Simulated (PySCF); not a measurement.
# Identify the compound

An unknown has the formula C5H10F2OSi. Its calculated NMR data are:

1H NMR (300 MHz, computed): δ 5.72 (m, 1H), 4.32 (m, 1H), 4.19 (m, 1H), 4.13 (m, 1H), 3.33 (m, 1H), 3.10 (m, 1H), 1.13 (m, 1H), 1.07 (m, 1H), 0.69 (m, 1H), 0.47 (m, 1H).

13C{1H} NMR (computed): δ 116.6 (CH), 77.7 (CH), 69.3 (CH2), 9.7 (CH2), 3.9 (CH2).

Theory: coordinates at the PBE0-D3(BJ)/def2-SVP level, shielding tensors at B97-2/pcSseg-1 (GIAO), in PySCF 2.14.0 with density-fitted response routines (in vacuum, non-relativistic Hamiltonian, single conformer).

Referencing at the same level of theory: 1H, 13C vs TMS.

Task: Propose a structure and justify it.

Result: 
1. The formula gives 1 degree of unsaturation (1 ring in the answer).
2. 5 carbon signals for 5 carbons: no two carbons are equivalent.
3. Carbon types of the structure: 2 × CH, 3 × CH2, leaving 2 H on heteroatoms.
4. δC 116.6: sp3 CH bonded to 2 F; 2 electronegative neighbours deshield it.
5. δC 77.7: sp3 CH bonded to O; the inductive effect lowers its shielding.
6. δC 69.3: sp3 CH2 bonded to O; pulled downfield by the heteroatom.
7. δC 9.7, 3.9: sp3 CH2 bonded to Si; an electropositive neighbour leaves it electron-rich and shielded.
8. δH 5.72: hydrogen on an sp3 CH bonded to 2 F; its carbon carries F, an electronegative neighbour.
9. δH 4.32, 3.33: hydrogen on an sp3 CH2 bonded to O; its carbon carries O, an electronegative neighbour.
10. δH 3.10: hydrogen on an sp3 CH bonded to O; its carbon carries O, hence the downfield position.

These data were computed for `FC(F)[C@H]1C[SiH2]CCO1`.

The shifts were computed for this structure.

Splittings by 19F in the carbon and heteronuclear signals aren't shown, as no couplings were computed. Shifts are as computed. Against solution values, carbons near 30 ppm lie about +1 ppm off and those near 130 ppm about +2 ppm. Of 1211 compounds with measured shifts, 218 miss one by over three times the rms of a fit or turn the order of signals round; such compounds aren't used in these exercises. Multiplicities follow the n + 1 count of equivalent neighbours, as no J values were calculated; m marks all less simple cases, F and P coupling included.
